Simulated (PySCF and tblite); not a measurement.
3 regioisomers of C5H7NO2:

| isomer | SMILES |
| --- | --- |
| A | [N:1]#[C:2][CH:3]1[O:4][CH2:5][CH2:6][CH2:7][O:8]1 |
| B | [N:1]#[C:2][C@@H:3]1[CH2:4][CH2:5][O:6][CH2:7][O:8]1 |
| C | [N:1]#[C:2][CH:3]1[CH2:4][O:5][CH2:6][O:7][CH2:8]1 |

Computed spectrum of one of them (conformer average at 298.15 K; GFN1-xTB geometries, energies wB97X/pcseg-1 (IEF-PCM, methanol) (D3(BJ) added where defined), GIAO shieldings B97-2/pcSseg-1 (IEF-PCM, methanol); references on GFN2-xTB geometries), in ppm: ¹H (against TMS): 6.01 (1H), 4.41 (2H), 4.41 (2H), 2.34 (1H), 1.47 (1H). ¹³C (against TMS): 120.8 (1C), 91.2 (1C), 67.5 (2C), 30.5 (1C). Of the H, only those on carbon are given.

Problem. Which isomer is it?

Solution. A. Signals are matched in order of shift, without assignment. After a straight-line scaling (slope 0.85 to 1.15) of computed carbon shifts, the largest errors are A 0.4 ppm (at 91.2), B 4.2 ppm (at 67.5), C 3.7 ppm (at 120.8). Assigned: ¹H (against TMS): 6.01 (H3, 1H), 4.41 (H5a/H7a, 2H), 4.41 (H5b/H7b, 2H), 2.34 (H6a, 1H), 1.47 (H6b, 1H). ¹³C (against TMS): 120.8 (C2), 91.2 (C3), 67.5 (C5/C7), 30.5 (C6). For comparison, at another level (GFN2-xTB geometries, energies PBE0/pcSseg-1 (D3(BJ) added where defined), GIAO shieldings PBE0/pcSseg-1) the isomers give: A: ¹H (against TMS): 5.59 (H3, 1H), 4.29 (H5a/H7a, 2H), 4.13 (H5b/H7b, 2H), 2.23 (H6a, 1H), 1.07 (H6b, 1H). ¹³C (against TMS): 117.7 (C2), 89.3 (C3), 65.7 (C5/C7), 29.5 (C6). ¹⁵N (against NH3): 311.8 (N1). B: ¹H (against TMS): 5.35 (H7a, 1H), 5.10 (H7b, 1H), 4.77 (H3, 1H), 4.22 (H5a, 1H), 4.15 (H5b, 1H), 2.35 (H4a, 1H), 1.36 (H4b, 1H). ¹³C (against TMS): 121.5 (C2), 93.7 (C7), 66.5 (C5), 63.6 (C3), 33.6 (C4). ¹⁵N (against NH3): 314.6 (N1). C: ¹H (against TMS): 5.20 (H6a, 1H), 4.83 (H6b, 1H), 4.39 (H4a/H8a, 2H), 3.77 (H4b/H8b, 2H), 2.70 (H3, 1H). ¹³C (against TMS): 121.7 (C2), 97.3 (C6), 71.9 (C4/C8), 26.8 (C3). ¹⁵N (against NH3): 305.3 (N1).

Unscaled ¹⁵N shifts at such levels can be off by tens of ppm; differences between conformers or isomers are more reliable. Shifts are unscaled: against experiment ¹³C can be off by 15 ppm or more and ¹H by 0.8 ppm.


¹⁵N shifts are against a computed isolated NH3 molecule, about 20 ppm from the liquid.